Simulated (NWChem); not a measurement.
# Ionisation of O$_{2}$Zr

```xyz
3

Zr     0.0000     0.0000     0.2967
O     -1.4393     0.0000    -0.7418
O      1.4393     0.0000    -0.7418
```
Charge 0, spin multiplicity 1.

All runs are NWChem calculations. The geometry was optimised at B3LYP/def2-SVP with def2 effective core potentials on Zr, a minimum by its harmonic frequencies.

Basis set: def2-TZVPD. −ε marks an orbital energy of the parent.

Effective core potentials replace the inner electrons of Zr; spin-orbit coupling is left out. B3LYP has NWChem's definition, with VWN1-RPA local correlation. The structure started from a generated list of species.

Problem. Order these methods by the first vertical ionisation energy they give, lowest first: −ε(HOMO) of HF, −ε(HOMO) of BHandHLYP, −ε(HOMO) of B3LYP, −ε(HOMO) of PBE.

Solution. −ε(HOMO) of PBE (5.38 eV), −ε(HOMO) of B3LYP (6.62 eV), −ε(HOMO) of BHandHLYP (8.26 eV), −ε(HOMO) of HF (10.48 eV)
